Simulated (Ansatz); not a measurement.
Cost and result for the atomization energy of `C[O][Ge]([F])([F])[SeH]` (10 atoms, 9 bonds).

Cartesian coordinates in Å:
```
C -0.645 0.571 1.477
O -0.015 -0.617 1.024
Ge 0.638 -0.713 -0.586
F 1.909 0.433 -0.794
F 1.400 -2.245 -0.640
Se -0.922 -0.396 -2.271
H 0.083 1.373 1.626
H -1.115 0.338 2.433
H -1.417 0.916 0.782
H 0.083 0.340 -3.050
```

Charge 0, multiplicity 1. Correlated methods include outer-core shells of Ge, Se, which these sets cover unevenly. Scalar relativity is left out up to krypton. The geometry is a stationary point of PBE0-D4/def2-TZVP. It is one conformer, not always the lowest. Program: Ansatz. All runs use 2 threads of an AMD EPYC 7R13 on a shared host and a share of an NVIDIA H100 80 GB. Times are those of one run each, without the atoms' runs, and a repeat can differ threefold. Electronic energies, without spin–orbit coupling; frozen cores. CCSD(T)/CBS adds CCSD(T) − MP2 in def2-TZVPP to the MP2 limit, and its time is that of the two runs behind it. T1 = 0.012. With those shells the extrapolation isn't a true limit. B3LYP takes the VWN-RPA correlation (the form of Gaussian; ORCA's B3LYP/G).

CCSD(T)/CBS is a level of theory with its own doubt, some kJ/mol a heavy atom from the limit and from the frozen cores, so smaller differences don't rank the functionals.

| level | functions | wall time | atomization (kJ/mol) | difference from CCSD(T)/CBS | per bond |
| --- | --- | --- | --- | --- | --- |
| PBE-D4/def2-TZVPP (with forces) | 276 | 6.5 s | 3643.3 | 55.2 | 6.1 |
| B3LYP-D4/def2-TZVPP (with forces) | 276 | 7 s | 3535.3 | -52.8 | -5.9 |
| MP2/def2-QZVPP | 526 | 8 s | 3654.3 | 66.2 | 7.4 |
| r2SCAN-D4/def2-TZVPP (with forces) | 276 | 9 s | 3585.0 | -3.1 | -0.3 |
| PBE0-D4/def2-TZVPP | 276 | 9.5 s | 3540.3 | -47.8 | -5.3 |
| B2PLYP/def2-TZVPP | 276 | 11 s | 3520.0 | -68.1 | -7.6 |
| ωB97X-V/def2-TZVPP | 276 | 12 s | 3583.1 | -5.0 | -0.6 |
| ωB97M-V/def2-TZVPP (with forces) | 276 | 14 s | 3552.2 | -35.9 | -4.0 |
| CCSD(T)/def2-TZVPP | 276 | 16 s | 3492.8 | -95.3 | -10.6 |
| CCSD(T)/CBS(def2) | – | 24 s | 3588.1 | 0.0 | 0.0 |

In def2-TZVPP, CCSD(T) changes the Hartree–Fock value by +1021.3 kJ/mol (the triples alone add +69.0 kJ/mol) and MP2 by +1125.9 kJ/mol; breaking electron pairs costs correlation energy, which Hartree–Fock lacks. From PBE to PBE0 (25 % exact exchange), in def2-TZVPP and without D4, the atomization energy moves by −99.6 kJ/mol: exact exchange takes away binding that semilocal exchange gives to molecules. The D4 term adds +39.5 kJ/mol with B3LYP and +20.9 kJ/mol with PBE0; it sums over pairs of atoms, weighted by their polarisabilities, and B3LYP, whose exchange is more repulsive, gets the larger term.
